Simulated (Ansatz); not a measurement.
`[F][In]([F])[Cl]` + H₂O → `[OH][In]([F])[F]` + HCl at 600 K and 1 bar (formal hydrolysis of the In–Cl bond).

Program: Ansatz. Geometries: PBE0-D4/def2-TZVP. ΔE: electronic, gas phase. CCSD(T)/CBS is the MP2 limit (def2-TZVPP, def2-QZVPP) plus CCSD(T) − MP2 in def2-TZVPP, frozen cores. This one scheme is used for every species. Elements past krypton have def2 core potentials. For In outer-core shells are correlated without core-valence functions, which leaves a few kJ/mol of doubt a bond. One conformer a species, not always the lowest.

```csv
species,CCSD(T)/CBS energy (Eh),H − E (kJ/mol),S (J/(mol·K))
`[F][In]([F])[Cl]`,-849.27843,52.1,382.3
H₂O,-76.37941,76.8,212.8
`[OH][In]([F])[F]`,-465.24461,87.7,392.5
HCl,-460.38127,35.4,207.2
```

H − E and S are ideal-gas, rigid-rotor, harmonic terms from PBE0-D4/def2-TZVP, for one conformer and one mirror image of each species. 1 Eh = 2625.50 kJ/mol, R = 8.31446 J/(mol·K).

Problem. By hand: ΔE, ΔH, ΔS and ΔG.

Solution. ΔE = (-465.24461) + (-460.38127) − (-849.27843) − (-76.37941) = 0.03196 Eh = 83.9 kJ/mol. Δ(H − E) = 87.7 + 35.4 − 52.1 − 76.8 = -5.8, so ΔH = 78.1 kJ/mol. ΔS = 392.5 + 207.2 − 382.3 − 212.8 = 4.6 J/(mol·K). ΔG = 78.1 − 600 × (4.6)/1000 = 75.3 kJ/mol.

Problem. By hand: the equilibrium constant, and the temperature at which ΔG would vanish if ΔH and ΔS stayed fixed.

Solution. log₁₀ K = −ΔG/(RT ln 10) = -6.6. ΔG = 0 at ΔH/ΔS = 16978 K, far beyond where these terms or the molecules hold.

The number of gas molecules stays the same, so ΔS is small and ΔH decides. A doubt of 5 kJ/mol in ΔE shifts log₁₀ K by 0.4 here. Other conformers and mirror images would add mixing entropy, several J/(mol·K) or more a flexible species. These are equilibria of isolated gas molecules and say nothing of rates. Largest T1 diagnostic: 0.018 (customary marks: 0.02 for closed shells, 0.045 for open ones).
